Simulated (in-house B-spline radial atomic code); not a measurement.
A fraction x of an electron is removed from 4p in Kr⁵⁺, starting from [Ar] 3d10 4s2 4p1 and keeping the highest spin. Computed with a radial B-spline atomic code at the basis-set limit: non-relativistic BP86, spin-polarised, spherical fractional occupations, point nucleus.

```csv
x,E(x) - E(0) (eV),4p up level (eV)
0,0.0000,-70.881
0.07,4.9946,-71.826
0.14,10.0556,-72.772
0.29,21.1235,-74.801
0.42,30.9620,-76.560
0.5,37.1300,-77.641
0.59,44.1725,-78.857
0.71,53.7325,-80.476
0.87,66.7806,-82.625
0.96,74.2711,-83.829
1,77.6349,-
```

The exact functional would give a straight line between the two integer points. Deviations E(x) - E(0) - x[E(1) - E(0)], in eV: -0.44 at x = 0.07, -0.813 at x = 0.14, -1.391 at x = 0.29, -1.645 at x = 0.42, -1.687 at x = 0.5, -1.632 at x = 0.59, -1.388 at x = 0.71, -0.762 at x = 0.87, -0.258 at x = 0.96.

The curve lies below the straight line by up to 1.687 eV (at x = 0.5): convex, the delocalisation error that favours fractional charges.

Question: How well does Slater's transition state (minus the level at half occupation) give the ionisation energy?

Answer: It gives 77.641 eV against 77.635 eV from the two total energies; NIST lists 78.49 eV, ground level to ground level.
